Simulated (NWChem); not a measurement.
ZnSiH$_{3}$OCl; SMILES [O]([SiH3])[Zn][Cl]

```xyz
7

Zn     0.2002    -0.4832     0.0006
Cl    -0.3943    -2.4856    -0.0013
O      0.7861     1.1579     0.0022
Si     0.1431     2.6765    -0.0010
H     -0.7071     2.9143    -1.2050
H      1.2448     3.6752     0.0013
H     -0.7140     2.9165     1.1977
```
Atoms are numbered in this order, from 1.

All runs: NWChem. Structure relaxed at the B3LYP/6-31G* (spherical d) level. Field at 589 nm.

Question: What does the run give for B3LYP/def2-SVPD? Quantities: isotropic polarisability (bohr³); anisotropy (bohr³).

Answer: The isotropic polarisability (bohr³) is 68.6 and the anisotropy (bohr³) is 33.8.
